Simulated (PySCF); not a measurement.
C6H8AlF3.
SMILES: `FC(F)=[C](F)[Al]1[CH2]CC[CH2]1`

A linear-response calculation (PySCF, def2-SVPD basis, gas phase, vertical, core orbitals frozen in the response) gave these numbers; the functional is withheld.

Orbital energies (eV): HOMO-3 -10.49, HOMO-2 -9.56, HOMO-1 -8.95, HOMO -8.61, LUMO -0.42, LUMO+1 0.34, LUMO+2 1.28.

| state | E (eV) | f | main configurations (H = HOMO, L = LUMO) |
| --- | --- | --- | --- |
| S1 | 4.81 | 0.0000 | H→L (96%) |
| S2 | 5.71 | 0.207 | H-1→L (95%) |
| S3 | 5.72 | 0.0089 | H-2→L (91%) |
| S4 | 6.21 | 0.022 | H→L+1 (73%), H-1→L+1 (10%) |
| S5 | 6.25 | 0.017 | H-1→L+1 (46%), H-1→L+2 (24%), H→L+1 (16%) |
| S6 | 6.79 | 0.010 | H-1→L+2 (46%), H-1→L+1 (27%), H-1→L+3 (13%) |

Triplets (Tamm–Dancoff): T1 3.83 eV, H-1→L (74%), H-1→L+5 (18%); T2 4.55 eV, H→L (94%); T3 5.36 eV, H-2→L (91%); T4 5.84 eV, H→L+1 (77%).

Vertical ionisation energy by ΔSCF with the same functional: 9.30 eV. Mean static polarisability: 96.6 au.

Task: Name the functional.
A. PBE
B. PBE0
C. HF
D. CAM-B3LYP

Result: D. CAM-B3LYP is range-separated, 19% exact exchange at short range and 65% at long range (ω = 0.33 bohr⁻¹). In this run −ε(HOMO) = 8.61 eV differs from the ΔSCF value by -0.70 eV, and S1 differs from the orbital gap of 8.19 eV by -3.39 eV. The ratio −ε(HOMO)/IP is 0.93. Usual ranges for neutral molecules in this basis: 0.85 to 0.93 with CAM-B3LYP, 0.5 to 0.7 with PBE, 0.7 to 0.83 with PBE0; Hartree–Fock can't fall below 1, since the ion's relaxation only lowers the ΔSCF value.

Theory: PySCF, TDDFT CAM-B3LYP/def2-SVPD, vertical, gas phase, core orbitals frozen in the response. Geometry: PBE0-D3(BJ)/def2-SVP, one conformer, isolated molecule.
